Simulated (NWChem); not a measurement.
System: VO, quartet; SMILES [O]=[V]

NWChem input:

```
start job
memory heap 200 mb stack 900 mb global 1100 mb
geometry units angstroms noautoz
  V      0.000000     0.000000    -0.415772
  O      0.000000     0.000000     1.152812
end
basis spherical
  * library 6-31g*
end
dft
  odft
  mult 4
  xc xcamb88 1.00 lyp 0.81 vwn_5 0.19 hfexch 1.00
  cam 0.33 cam_alpha 0.19 cam_beta 0.46
  iterations 150
  mulliken
end
task dft energy
```

All runs use the structure optimised with B3LYP/6-31G* (spherical d), spin-unrestricted. No stability test was run on the SCF state.

Problem. What results follow from this input? (CAM-B3LYP/6-31G* (spherical d), spin-unrestricted.) Quantities: energy (Ha); highest occupied level (eV); lowest empty minus highest occupied level, either spin (eV); dipole (D); <S²>.

Solution. 
```json
{
  "energy (Ha)": "-1019.11",
  "highest occupied level (eV)": "-6.17",
  "lowest empty minus highest occupied level, either spin (eV)": "4.45",
  "dipole (D)": "2.99",
  "<S²>": "3.79"
}
```
